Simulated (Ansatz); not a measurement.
The cluster Li₄F₄. Total charge 0; triplet. Geometry PBE-D4/def2-SVP, that of the neutral singlet.

```xyz
8

Li    0.790    1.827   -0.803
Li   -0.085    0.894    1.952
Li    0.089   -0.895   -1.951
Li   -0.794   -1.825    0.802
F     0.521    2.020    0.852
F    -0.650   -0.693    2.044
F    -0.526   -2.018   -0.853
F     0.655    0.691   -2.043
```

At PBE-D4/def2-TZVP, r2SCAN-D4/def2-TZVP the gap within one spin of the charge 0 triplet nearly closes, so an electron or hole may be smeared out by delocalisation error. At PBE0-D4/def2-TZVP a singlet of charge 0 lies 8.08 eV below the triplet at the same geometry. The structure comes from a short search, and lower isomers may exist.

Estimate the α-spin orbital energies around the gap (eV) in Ansatz with PBE-D4/def2-TZVP, r2SCAN-D4/def2-TZVP, PBE0-D4/def2-TZVP.


| orbital | PBE-D4/def2-TZVP | r2SCAN-D4/def2-TZVP | PBE0-D4/def2-TZVP |
| --- | --- | --- | --- |
| HOMO−5 | -9.92 | -10.44 | -12.12 |
| HOMO−4 | -9.88 | -10.38 | -12.04 |
| HOMO−3 | -9.57 | -10.08 | -11.74 |
| HOMO−2 | -9.57 | -10.07 | -11.74 |
| HOMO−1 | -9.38 | -9.89 | -11.55 |
| HOMO | -1.86 | -1.82 | -2.16 |
| LUMO | -0.97 | -0.84 | -0.51 |
| LUMO+1 | -0.97 | -0.83 | -0.51 |
| LUMO+2 | -0.43 | -0.39 | 0.09 |
| LUMO+3 | -0.40 | -0.26 | 0.10 |
| LUMO+4 | 0.18 | 0.33 | 0.79 |
| LUMO+5 | 0.77 | 0.98 | 1.42 |
| β HOMO | -9.18 | -9.43 | -10.24 |
| β LUMO | -9.07 | -9.30 | -9.13 |
